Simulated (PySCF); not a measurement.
## Electron affinity of Br by level of theory

Br- [Kr] (1S) → Br [Ar] 3d10 4s2 4p5 (2P), as a difference of total energies. All numbers are calculated (PySCF 2.14, the non-relativistic Hamiltonian (point nucleus), in dyall-av2z (16s12p8d, 92 functions)). Correlated levels: valence: [Ar] 3d10 frozen; virtual orbitals above 40 to 60 times the deepest correlated orbital energy dropped. The calculations carry no spin-orbit coupling.

```tsv
method	electron affinity (eV)
UHF	2.498
MP2 (valence)	3.396
SCS-MP2 (valence)	3.317
CCSD (valence)	3.267
CCSD(T) (valence)	3.313
```

**Question.** How much does correlation contribute at CCSD(T) (valence)?

**Answer.** 3.313 − (2.498) = 0.815 eV, measured against UHF.

A first-order spin-orbit estimate (lowest level to lowest level, LS coupling) adds -0.132 eV.

These non-relativistic numbers lack the scalar-relativistic shift.

Errors of the correlated levels include the incompleteness of this basis and the frozen core.

For comparison: 3.364 eV (measured; photodetachment measurements, as compiled on the Wikipedia data page of electron affinities).
